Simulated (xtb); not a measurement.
ZrF4, SMILES [F][Zr]([F])([F])[F], multiplicity 1. All values are semi-empirical tight-binding results from xtb (GFN2-xTB unless named), good for trends rather than for accurate numbers. Geometry optimised at GFN2-xTB. The spin state was assumed, not searched. The isomer is the one that the SMILES or the coordinates give; other isomers of the formula were not compared.

Optimised geometry:

Bonded distances (Å): Zr1–F2 1.843, Zr1–F3 1.843, Zr1–F4 1.843, Zr1–F5 1.843. Angles (°): F2–Zr1–F3 109.5, F2–Zr1–F4 109.5, F2–Zr1–F5 109.5, F3–Zr1–F4 109.5, F3–Zr1–F5 109.5, F4–Zr1–F5 109.5.

For metal compounds this method's bond lengths and energies can be far off.

Computed properties:
| Quantity | Result |
|---|---|
| point group as xtb finds it | Td |
| orbital gap | 6.15 eV |
| zero-point energy | 4.3 kcal/mol |
| G − E(el) at 298.15 K (modified RRHO) | -14.2 kcal/mol |

Computed atomic charges and the Wiberg bond orders between heavy atoms:
charges (e) Zr1 1.59, F2 -0.40, F3 -0.40, F4 -0.40, F5 -0.40. Bond orders Zr1–F2 0.94, Zr1–F3 0.94, Zr1–F4 0.94, Zr1–F5 0.94.
